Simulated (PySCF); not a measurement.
**Correlation energy of Re⁺ (rhenium, charge +1)**

[Xe] 4f14 5d5 6s1, high-spin 7S determinant. All numbers are calculated (PySCF 2.14, a scalar-relativistic core potential, in aug-cc-pVDZ-PP with ECP60MDF). Frozen: 5s2 5p6; 6 electrons correlated.

```
  level  correlation energy (mhartree)
   CCSD                         -69.30
    (T)                          -0.69
CCSD(T)                         -69.99
```

Diagnostics: T1 = 0.0046, D1 = 0.0094, largest double amplitude 0.021.

Cost of the coupled-cluster step: roughly 1.7 core-seconds, for 6 correlated electrons.
